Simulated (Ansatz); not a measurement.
Consider the formal exchange of groups at a C–C bond: `CCCCCCCCCl` + `CC` → `CCCCCCCC` + `CCCl`.

Program: Ansatz. Geometries: PBE0-D4/def2-TZVP. ΔE: electronic, gas phase. CCSD(T)/CBS is the MP2 limit (def2-TZVPP, def2-QZVPP) plus CCSD(T) − MP2 in def2-TZVPP, frozen cores. This one scheme is used for every species. DFT in def2-TZVPP. HSE06 is defined as in plane-wave codes. Each species was taken in one conformer, which may not be the lowest.

`CCCCCCCCCl`:

```xyz
26

C    -2.604   -2.007    2.753
C    -1.310   -1.678    2.029
C    -1.513   -0.753    0.841
C    -0.225   -0.417    0.109
C    -0.439    0.512   -1.076
C     0.817    0.801   -1.888
C     1.887    1.560   -1.115
C     3.066    1.895   -1.997
Cl    4.335    2.776   -1.100
H    -3.315   -2.499    2.084
H    -2.432   -2.672    3.603
H    -3.084   -1.101    3.133
H    -0.833   -2.603    1.688
H    -0.604   -1.215    2.729
H    -1.989    0.175    1.181
H    -2.220   -1.214    0.139
H     0.247   -1.344   -0.241
H     0.479    0.033    0.817
H    -1.192    0.070   -1.739
H    -0.866    1.458   -0.722
H     0.541    1.379   -2.777
H     1.234   -0.145   -2.256
H     1.468    2.485   -0.707
H     2.239    0.972   -0.263
H     2.775    2.535   -2.830
H     3.537    0.996   -2.396
```

`CC`:

Z-matrix (Å, degrees):
```
C
C 1 1.519
H 1 1.093 2 111.4
H 1 1.093 2 111.4 3 120.0
H 1 1.093 2 111.4 3 -120.0
H 2 1.093 1 111.4 3 180.0
H 2 1.093 1 111.4 3 -60.0
H 2 1.093 1 111.4 3 60.0
```

`CCCCCCCC`:

Z-matrix (Å, degrees):
```
C
C 1 1.519
H 1 1.094 2 111.1
H 1 1.094 2 111.1 3 119.5
H 1 1.092 2 111.7 3 -120.2
C 2 1.520 1 113.1 3 -59.8
H 2 1.096 1 109.6 3 178.1
H 2 1.096 1 109.6 3 62.2
C 6 1.519 2 113.5 1 179.8
H 6 1.097 2 109.3 1 57.5
H 6 1.098 2 109.2 1 -57.9
C 9 1.520 6 113.1 2 179.7
H 9 1.096 6 108.9 2 57.0
H 9 1.098 6 109.4 2 -58.3
C 12 1.524 9 114.4 6 176.0
H 12 1.096 9 109.2 6 -60.4
H 12 1.096 9 108.8 6 54.4
C 15 1.525 12 115.3 9 60.0
H 15 1.096 12 108.8 9 -62.5
H 15 1.097 12 108.7 9 -177.6
C 18 1.520 15 113.9 12 59.5
H 18 1.095 15 108.4 12 -178.7
H 18 1.095 15 109.8 12 -63.7
H 21 1.093 18 111.8 15 -64.0
H 21 1.092 18 111.2 15 176.0
H 21 1.094 18 111.1 15 56.1
```

`CCCl`:

Z-matrix (Å, degrees):
```
C
C 1 1.507
H 1 1.091 2 111.0
H 1 1.094 2 109.6 3 119.7
H 1 1.091 2 111.0 3 -120.6
Cl 2 1.788 1 111.4 3 60.3
H 2 1.089 1 111.9 3 179.1
H 2 1.089 1 111.9 3 -58.5
```

| level | ΔE (kJ/mol) |
| --- | --- |
| r2SCANh-D4 | 2.0 |
| ωB97M-V | 1.6 |
| B2PLYP | 3.3 |
| r2SCAN0 | 2.3 |
| HSE06 | 3.1 |
| CAM-B3LYP | 3.1 |
| MP2/def2-SVP | 2.5 |
| HF/CBS(def2) | 4.7 |

(1) What does CCSD(T)/CBS give? (Estimate.)

Largest T1 diagnostic among the species: 0.009.

## Answers

(1) Ansatz gave: +2.2 kJ/mol. The listed levels differ from it by -0.2, -0.6, 1.1, 0.1, 0.9, 0.9, 0.3, 2.5 kJ/mol.

Leaving LDA and LC-ωPBE aside and taking each functional with its dispersion term where it has one, the values, not all of them listed here, spread over 2.5 kJ/mol, from revPBE-D4 to B2PLYP.
